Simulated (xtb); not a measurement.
C5H4N, doublet, from a rough starting geometry; GFN2-xTB run with xtb.

Here is a job for xtb.
```
$ xtb mol.xyz --gfn 2 --uhf 1 --opt vtight --json

# file mol.xyz
10

C      0.59092561    -1.51860968    -0.02011487
N     -0.65191181    -1.51411225    -0.05670949
C     -1.33200557    -0.46016751    -0.09283392
C     -0.65876002     0.81876333     0.01636065
C      0.66266552     0.80725275     0.03945570
C      1.40899114    -0.44657053     0.06628139
H     -2.39704119    -0.52540095    -0.13964300
H     -1.28168091     1.74175253    -0.03984665
H      1.23224985     1.68733769     0.07126646
H      2.51394138    -0.44416049     0.06898731
```

Task: What does xtb print? Leave out banner, timings and long lists.

Result: 
```
   ID    Z sym.   atoms
    1    6 C      1, 3-6
    2    7 N      2
    3    1 H      7-10

           -------------------------------------------------
          |                Calculation Setup                |
           -------------------------------------------------

           -------------------------------------------------
          |                 G F N 2 - x T B                 |
           -------------------------------------------------

          ...................................................
          :                      SETUP                      :
          :.................................................:
          :  # basis functions                  28          :
          :  # atomic orbitals                  28          :
          :  # shells                           16          :
          :  # electrons                        29          :
          :  max. iterations                   250          :
          :  Hamiltonian                  GFN2-xTB          :
          :  restarted?                      false          :
          :  GBSA solvation                  false          :
          :  PC potential                    false          :
          :  electronic temp.          300.0000000     K    :
          :  accuracy                    1.0000000          :
          :  -> integral cutoff          0.2500000E+02      :
          :  -> integral neglect         0.1000000E-07      :
          :  -> SCF convergence          0.1000000E-05 Eh   :
          :  -> wf. convergence          0.1000000E-03 e    :
          :  Broyden damping             0.4000000          :
          :  net charge                          0          :
          :  unpaired electrons                  1          :
          ...................................................

 iter      E             dE          RMSdq      gap      omega  full diag
   1    -15.8068936 -0.158069E+02  0.528E+00    1.52       0.0  T
   2    -15.8300717 -0.231780E-01  0.334E+00    0.99       1.0  T
   3    -15.8241149  0.595672E-02  0.187E+00    1.70       1.0  T
   4    -15.8403147 -0.161998E-01  0.461E-01    1.17       1.0  T
   5    -15.8427867 -0.247201E-02  0.132E-01    1.32       1.0  T
   6    -15.8428536 -0.668592E-04  0.558E-02    1.33       1.0  T
   7    -15.8428758 -0.222813E-04  0.246E-02    1.32       1.3  T
   8    -15.8428762 -0.322879E-06  0.793E-03    1.32       4.0  T
   9    -15.8428765 -0.364289E-06  0.170E-03    1.32      18.6  T
  10    -15.8428765 -0.617207E-08  0.681E-04    1.32      46.4  T
  11    -15.8428765 -0.301696E-09  0.185E-04    1.32     170.6  T

   *** convergence criteria satisfied after 11 iterations ***

         :::::::::::::::::::::::::::::::::::::::::::::::::::::
         ::                     SUMMARY                     ::
         :::::::::::::::::::::::::::::::::::::::::::::::::::::
         :: total energy             -15.533668357594 Eh    ::
         :: gradient norm              0.168873378885 Eh/a0 ::
         :: HOMO-LUMO gap              1.317023729531 eV    ::
         ::.................................................::
         :: SCC energy               -15.842873999301 Eh    ::
         :: -> isotropic ES            0.003574441819 Eh    ::
         :: -> anisotropic ES          0.001352055560 Eh    ::
         :: -> anisotropic XC          0.013360761359 Eh    ::
         :: -> dispersion             -0.006676877263 Eh    ::
         :: repulsion energy           0.309205641706 Eh    ::
         :: add. restraining           0.000000000000 Eh    ::
         :: total charge               0.000000000000 e     ::
         :::::::::::::::::::::::::::::::::::::::::::::::::::::

      -----------------------------------------------------------
     |                   =====================                   |
     |                        A N C O P T                        |
     |                   =====================                   |
     |               Approximate Normal Coordinate               |
     |                Rational Function Optimizer                |
      -----------------------------------------------------------
      -----------------------------------------------------------
     |                   =====================                   |
     |                        A N C O P T                        |
     |                   =====================                   |
     |               Approximate Normal Coordinate               |
     |                Rational Function Optimizer                |
      -----------------------------------------------------------

          ...................................................
          :                      SETUP                      :
          :.................................................:
          :   optimization level         verytight          :
          :   max. optcycles                   200          :
          :   ANC micro-cycles                  20          :
          :   degrees of freedom                24          :
          :.................................................:
          :   RF solver                   davidson          :
          :   write xtbopt.log                true          :
          :   linear?                        false          :
          :   energy convergence         0.1000000E-06 Eh   :
          :   grad. convergence          0.2000000E-03 Eh/α :
          :   maxmium RF displ.          1.0000000          :
          :   Hlow (freq-cutoff)         0.1000000E-01      :
          :   Hmax (freq-cutoff)         5.0000000          :
          :   S6 in model hess.         20.0000000          :
          ...................................................

generating ANC from exact Hessian ...
Using Lindh-Hessian (1995)
 Shifting diagonal of input Hessian by    0.0000000000000000
 Lowest  eigenvalues of input Hessian
    0.000000    0.000000    0.000000    0.000000    0.000000    0.000000
[...]
 * total energy  :   -15.5336684 Eh     change       -0.3099476E-09 Eh
 * total energy  :   -15.5475958 Eh     change       -0.1392743E-01 Eh
 * total energy  :   -15.5502414 Eh     change       -0.2645646E-02 Eh
 * total energy  :   -15.5506675 Eh     change       -0.4260865E-03 Eh
 * total energy  :   -15.5507879 Eh     change       -0.1204091E-03 Eh
 * total energy  :   -15.5508065 Eh     change       -0.1852651E-04 Eh
 * total energy  :   -15.5508091 Eh     change       -0.2636986E-05 Eh
 * total energy  :   -15.5508095 Eh     change       -0.4325506E-06 Eh
 * total energy  :   -15.5508096 Eh     change       -0.4129141E-07 Eh
   *** GEOMETRY OPTIMIZATION CONVERGED AFTER 9 ITERATIONS ***
         :: total energy             -15.550809565874 Eh    ::
[...]
         ::.................................................::
         :: SCC energy               -15.828692041683 Eh    ::
         :: -> isotropic ES            0.004457709000 Eh    ::
         :: -> anisotropic ES          0.001480184942 Eh    ::
         :: -> anisotropic XC          0.013839434804 Eh    ::
         :: -> dispersion             -0.006656856770 Eh    ::
         :: repulsion energy           0.277882475809 Eh    ::
         :: add. restraining           0.000000000000 Eh    ::
         :: total charge               0.000000000000 e     ::
         :::::::::::::::::::::::::::::::::::::::::::::::::::::

           -------------------------------------------------
          |                Property Printout                |
           -------------------------------------------------

    * Orbital Energies and Occupations

         #    Occupation            Energy/Eh            Energy/eV
      -------------------------------------------------------------
         1        2.0000           -0.6673036             -18.1583
       ...           ...                  ...                  ...
         3        2.0000           -0.6276053             -17.0780
         4        2.0000           -0.5910286             -16.0827
         5        2.0000           -0.5833495             -15.8737
         6        2.0000           -0.5388219             -14.6621
         7        2.0000           -0.5163463             -14.0505
         8        2.0000           -0.5110343             -13.9060
         9        2.0000           -0.5054817             -13.7549
        10        2.0000           -0.4808406             -13.0843
        11        2.0000           -0.4677308             -12.7276
        12        2.0000           -0.4420968             -12.0301
        13        2.0000           -0.4180394             -11.3754
        14        2.0000           -0.3966075             -10.7922
        15        1.0000           -0.3165096              -8.6127 (HOMO)
        16                         -0.2538823              -6.9085 (LUMO)
        17                         -0.2326652              -6.3311
        18                         -0.1078501              -2.9348
        19                          0.1192050               3.2437
        20                          0.1280087               3.4833
        21                          0.1740483               4.7361
        22                          0.1768232               4.8116
        23                          0.2873388               7.8189
        24                          0.3843699              10.4592
        25                          0.4016802              10.9303
        26                          0.4531967              12.3321
       ...                                ...                  ...
        28                          0.6550407              17.8246
      -------------------------------------------------------------
                  HL-Gap            0.0626273 Eh            1.7042 eV
             Fermi-level           -0.3208772 Eh           -8.7315 eV

     #   Z          covCN         q      C6AA      α(0)
     1   6 C        2.004    -0.008    31.257     9.029
     2   7 N        1.845    -0.147    24.976     7.407
     3   6 C        2.910     0.057    26.729     8.478
     4   6 C        2.915    -0.042    29.054     8.839
     5   6 C        2.941    -0.012    28.308     8.726
     6   6 C        2.912    -0.021    28.529     8.758
     7   1 H        0.925     0.045     2.389     2.417
     8   1 H        0.926     0.043     2.409     2.427
     9   1 H        0.925     0.044     2.401     2.423
    10   1 H        0.926     0.043     2.409     2.427

 Mol. C6AA /au·bohr⁶  :       1442.887986
 Mol. C8AA /au·bohr⁸  :      35764.316593
 Mol. α(0) /au        :         60.931518

Wiberg/Mayer (AO) data.
largest (>0.10) Wiberg bond orders for each atom

 ---------------------------------------------------------------------------
     #   Z sym  total        # sym  WBO       # sym  WBO       # sym  WBO
 ---------------------------------------------------------------------------
     1   6 C    3.389 --     2 N    1.728     6 C    1.415     4 C    0.121
     2   7 N    3.277 --     1 C    1.728     3 C    1.372     5 C    0.109
     3   6 C    3.974 --     4 C    1.448     2 N    1.372     7 H    0.963
                             6 C    0.131
     4   6 C    3.992 --     3 C    1.448     5 C    1.426     8 H    0.963
                             1 C    0.121
     5   6 C    3.988 --     6 C    1.438     4 C    1.426     9 H    0.960
                             2 N    0.109
     6   6 C    3.984 --     5 C    1.438     1 C    1.415    10 H    0.968
                             3 C    0.131
     7   1 H    0.998 --     3 C    0.963
     8   1 H    0.998 --     4 C    0.963
     9   1 H    0.998 --     5 C    0.960
    10   1 H    0.998 --     6 C    0.968
 ---------------------------------------------------------------------------

Topologies differ in total number of bonds
Writing topology from bond orders to xtbtopo.mol

molecular dipole:
                 x           y           z       tot (Debye)
 q only:        0.010       0.551       0.012
   full:        0.055       0.985       0.023       2.508
molecular quadrupole (traceless):
                xx          xy          yy          xz          yz          zz
 q only:        2.478      -0.382      -1.581       0.140      -0.046      -0.896
  q+dip:        5.181      -0.161      -2.467       0.342      -0.028      -2.714
   full:        3.610      -0.556      -3.508       0.150      -0.122      -0.102

optimized geometry written to: xtbopt.xyz

           -------------------------------------------------
          | TOTAL ENERGY              -15.550809565874 Eh   |
          | GRADIENT NORM               0.000085029954 Eh/α |
          | HOMO-LUMO GAP               1.704174471330 eV   |
           -------------------------------------------------
```
